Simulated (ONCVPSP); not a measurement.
Before and after: ONCV potential for germanium (Ge)

| Property | Result |
| --- | --- |
| Element | germanium |
| Generator | ONCVPSP 4.0.1 |
| Type | optimised norm-conserving Vanderbilt (ONCV) |
| Functional | LDA (Perdew-Zunger) |
| Relativity | scalar-relativistic |
| Frozen core | [Ar] 3d10 |
| Valence charge | 4 |
| Reference configuration | 4s2 4p2 |
| Partial waves | 4s: rc 1.60 bohr, ncon 4, nbas 9, qcut 4.4 1/bohr, 1 projector; 4p: rc 1.60 bohr, ncon 4, nbas 7, qcut 4.5 1/bohr, local; d scattering state at 0.46 Ha: rc 1.95 bohr, ncon 3, nbas 7, qcut 5 1/bohr, 2 projectors, debl 3.4 Ha |
| Local potential | the p channel |
| Core correction | Teter function fitted to the true core (icmod 2), fcfact 0.55 |

Change: p: nbas 8.

Cutoffs: the cutoffs (Ha) at which the residual kinetic energy of the hardest occupied pseudo-wave falls to 1 and 0.1 mHa per electron; they do not see the model core or the augmentation charge, which bear on the density cutoff. Errors are all-electron minus pseudo energies relative to the spin-unpolarised reference configuration.

**Question.** Predict the effect on cutoff, ghosts and configuration errors.

**Answer.** The potential gets softer (8.7 Ha and 33 Ha → 8.7 Ha and 17 Ha); both files keep a bound ghost (s); the errors of the 4 common tests hardly move.

```csv
quantity,base,changed
"cutoff, loose",8.7 Ha,8.7 Ha
"cutoff, tight",33 Ha,17 Ha
loose cutoff by channel,"s 8.7 Ha, p 6.6 Ha","s 8.7 Ha, p 6.6 Ha"
bound ghosts,s,s
GHOST(+) flags under 300 eV,none,none
"error for 4s2 4p1, meV [ΔE 7.64 eV]",-2.1,-2.4
"error for 4s2 4p0, meV [ΔE 23.35 eV]",-24,-26
"error for 4s1 4p0, meV [ΔE 58.57 eV]",-177,-182
"error for 4s1 4p3, meV [ΔE 8.04 eV]",-7.4,-7.6
s: phases at 1.62 bohr within 0.05 rad from the reference energy up to (Ha; the scan ends near 5),3.7,3.1
p: phases at 1.62 bohr within 0.05 rad from the reference energy up to (Ha; the scan ends near 5),2.7,2.8
d: phases at 1.98 bohr within 0.05 rad from the reference energy up to (Ha; the scan ends near 5),4.6,4.6
"rms error of d²Exc/dni dnj with the model core, mHa",1.24,1.24
```

Base: The cutoffs count occupied waves only; projector 2 of the d channel, the hardest unoccupied one, needs 86 Ha at the loose tolerance. Changed file: The cutoffs count occupied waves only; projector 2 of the d channel, the hardest unoccupied one, needs 86 Ha at the loose tolerance. A true bound ghost makes a file unfit for plane-wave use even where its test errors are small: the radial tests pick states by their node count and pass the ghost by.
